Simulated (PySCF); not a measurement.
Choosing a molecule for a target property.

Species are written as SMILES; each is one conformer at its optimised geometry, gas phase, non-relativistic unless stated. Electronic properties by PySCF.

Dipoles, sizes and rotational constants follow the conformer. The torsions of the flexible species, by atom-mapped SMILES:
- `[SiH3:1][SiH2:2][SH:3]`: H–S3–Si2–Si1 -56°
- `[CH2:1]=[C:2]([O:3][SiH3:4])[C:5]([Cl:6])([Cl:7])[Cl:8]`: C1–C2–O3–Si4 3°, C1–C2–C5–Cl6 1°

The conformers of `C=C[C@@H]1C=C[S@@](=O)CC1` aren't listed.

(1) Wanted: dipole moment below 3 D (CAM-B3LYP/def2-SVPD) and electronic spatial extent ⟨r²⟩ about the centre of nuclear charge below 1400 bohr² (CAM-B3LYP/def2-SVPD), at PBE0-D3(BJ)/def2-SVP geometries. Which candidate meets both?
A. `C(Cl)(C(=C)O[SiH3])(Cl)Cl`
B. `c1ccc(cn1)C#N`
C. `[BH3-][NH2+]C`
D. `[SiH3][SiH2]S`

(2) Wanted: lowest singlet excitation below 4.9 eV (TDDFT CAM-B3LYP/def2-SVPD) and HOMO–LUMO gap below 9.4 eV (CAM-B3LYP/def2-SVPD), at PBE0-D3(BJ)/def2-SVP geometries. Which candidate meets both?
A. `[BH3-][NH2+]C`
B. `N#Cc1cccnc1`
C. `C1=C[C@@H](C=C)CC[S@@]1=O`
D. `[SiH2](S)[SiH3]`

(3) Wanted: HOMO energy between -8.8 eV and -8.3 eV (CAM-B3LYP/def2-SVPD) and vertical ionisation energy below 10.3 eV (ΔSCF CAM-B3LYP/def2-SVPD), at PBE0-D3(BJ)/def2-SVP geometries. Which candidate meets both?
A. `ClC(Cl)(C(O[SiH3])=C)Cl`
B. `N#Cc1cccnc1`
C. `[SiH3][SiH2]S`
D. `[BH3-][NH2+]C`
E. `C(=C)[C@@H]1C=C[S@@](=O)CC1`

Answers

(1) D. Computed values:
| species | dipole moment | electronic spatial extent ⟨r²⟩ about the centre of nuclear charge |
| --- | --- | --- |
| [SiH3][SiH2]S | 1.17 D | 648 bohr² |
| C(Cl)(C(=C)O[SiH3])(Cl)Cl | 2.64 D | 1941 bohr² |
| c1ccc(cn1)C#N | 4.03 D | 890 bohr² |
| [BH3-][NH2+]C | 5.38 D | 232 bohr² |

(2) B. Computed values:
```
                  species  lowest singlet excitation  HOMO–LUMO gap
              N#Cc1cccnc1                    4.80 eV        8.45 eV
C1=C[C@@H](C=C)CC[S@@]1=O                    4.93 eV        8.11 eV
          [SiH2](S)[SiH3]                    5.74 eV        9.07 eV
            [BH3-][NH2+]C                    6.87 eV        9.80 eV
```

(3) C. Computed values:
```csv
species,HOMO energy,vertical ionisation energy
N#Cc1cccnc1,-9.43 eV,10.19 eV
[BH3-][NH2+]C,-9.19 eV,10.42 eV
ClC(Cl)(C(O[SiH3])=C)Cl,-8.93 eV,9.58 eV
[SiH3][SiH2]S,-8.60 eV,9.47 eV
C(=C)[C@@H]1C=C[S@@](=O)CC1,-7.99 eV,8.65 eV
```
